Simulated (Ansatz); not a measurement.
Born–Oppenheimer molecular dynamics of BCl2FH2 (6 atoms, charge 0, multiplicity 1). It starts at the highest image of a converged band, a first-order saddle point between two minima.

Method: Ansatz 0.2.0, RKS PBE/def2-SVP.

```yaml
ensemble: NVE (velocity Verlet)
time_step: 0.5 fs
steps_asked: 200
starting_velocities_drawn_for: 300 K
seed: 7933
```

First frame:

```xyz
6
Properties=species:S:1:pos:R:3
B 0.108 -0.304 0.027
Cl 0.080 0.149 2.105
Cl 1.585 0.309 -0.737
F -1.099 -0.010 -0.465
H 0.225 -1.600 0.272
H 0.161 -1.151 1.254
```

Task: How far do the bonds stretch over the last three quarters of this one trajectory? (Pairs bonded in most of those frames.)

Result: 
```csv
bond,mean (Å),spread (Å),shortest,longest
B1–Cl2,1.788,0.089,1.65,1.93
B1–Cl3,1.769,0.053,1.68,1.86
B1–F4,1.329,0.020,1.29,1.37
H5–H6,0.775,0.028,0.73,0.83
```

Mean temperature of the second half: 1956 K. The conserved energy stayed within 0.16 meV per atom of its start (net change -0.026 meV per atom), so the integration is sound. The kinetic energy rose, since the run started high on the potential surface and went downhill. It ends in pieces (BCl2F + H2), so much of that is their flight and rotation, not heat. A run of 0.1 ps of so small a system gives no equilibrium averages. The orbitals stay closed-shell, which can raise the energy where a bond breaks towards radicals; this wasn't checked here.

Run time: 4.9 min on 1 thread of Arm Neoverse V2, with other jobs on the host, peak memory 0.12 GiB.
